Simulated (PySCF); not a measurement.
H₃N, SMILES N. Heavy atoms are numbered as in [NH3:1]. Hydrogens are named by the atom that carries them.

Geometry: B3LYP-D3(BJ)/def2-TZVP.

Calculation: PBE/pcSseg-2 in PySCF.

GIAO shieldings, no solvent; atoms alike by connectivity are averaged. δ = σ(ref) − σ: ¹H against TMS (σ = 31.47 ppm), references at their B3LYP-D3(BJ)/def2-TZVP geometries, non-relativistic.

Computed chemical shifts:
```json
[
 {"nucleus": "¹H", "atoms": "H on N1", "count": "3", "δ (ppm)": "-0.21"}
]
```
